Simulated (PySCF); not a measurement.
System (SMILES): [Cl][Al] (Al-Cl) (closed-shell singlet).
Geometry (B3LYP-D3(BJ)/def2-TZVP, fixed):
```xyz
2

Al     0.0000     0.0000    -1.2241
Cl     0.0000     0.0000     0.9361
```

Basis-set convergence of the mean static polarisability at HF with PySCF. All functions are spherical. Density fitting with generated auxiliary sets. No added dispersion term, no relativity. Reference: the value in aug-pcseg-3, 53.80 bohr³, itself unsure by roughly 0.2 % (its mean distance from aug-cc-pV(Q+d)Z, aug-pcseg-2, aug-cc-pV(T+d)Z). Deviations are taken from unrounded values.

```csv
basis,functions,mean static polarisability (bohr³)
def2-SVP,36,44.27
def2-SVPD,51,52.91
pcseg-1,36,47.32
aug-pcseg-1,54,53.62
cc-pV(D+d)Z,46,45.51
aug-cc-pV(D+d)Z,64,52.92
6-311G**,52,46.06
6-311+G**,60,48.25
pcseg-2,68,46.86
aug-pcseg-2,100,53.56
def2-TZVP,74,49.53
def2-TZVPD,89,53.72
cc-pV(T+d)Z,78,49.71
aug-cc-pV(T+d)Z,110,53.70
def2-TZVPP,84,49.59
def2-TZVPPD,99,53.73
cc-pV(Q+d)Z,128,52.25
aug-cc-pV(Q+d)Z,178,53.78
pcseg-3,128,50.80
aug-pcseg-3,178,53.80
def2-QZVPP,140,52.47
def2-QZVPPD,155,53.79
```

What the diffuse functions change, pair by pair:
- def2-SVP to def2-SVPD: 15 more functions, deviation -17.7 to -1.7 %
- pcseg-1 to aug-pcseg-1: 18 more functions, deviation -12.0 to -0.3 %
- cc-pV(D+d)Z to aug-cc-pV(D+d)Z: 18 more functions, deviation -15.4 to -1.6 %
- 6-311G** to 6-311+G**: 8 more functions, deviation -14.4 to -10.3 %
- pcseg-2 to aug-pcseg-2: 32 more functions, deviation -12.9 to -0.5 %
- def2-TZVP to def2-TZVPD: 15 more functions, deviation -7.9 to -0.2 %
- cc-pV(T+d)Z to aug-cc-pV(T+d)Z: 32 more functions, deviation -7.6 to -0.2 %
- def2-TZVPP to def2-TZVPPD: 15 more functions, deviation -7.8 to -0.1 %
- cc-pV(Q+d)Z to aug-cc-pV(Q+d)Z: 50 more functions, deviation -2.9 to 0.0 %
- pcseg-3 to aug-pcseg-3: 50 more functions, deviation -5.6 to 0.0 %
- def2-QZVPP to def2-QZVPPD: 15 more functions, deviation -2.5 to 0.0 %

Leaving out the reference's own pair, they bring the value nearer the reference by more than 0.2 % in 10 of 10 pairs.
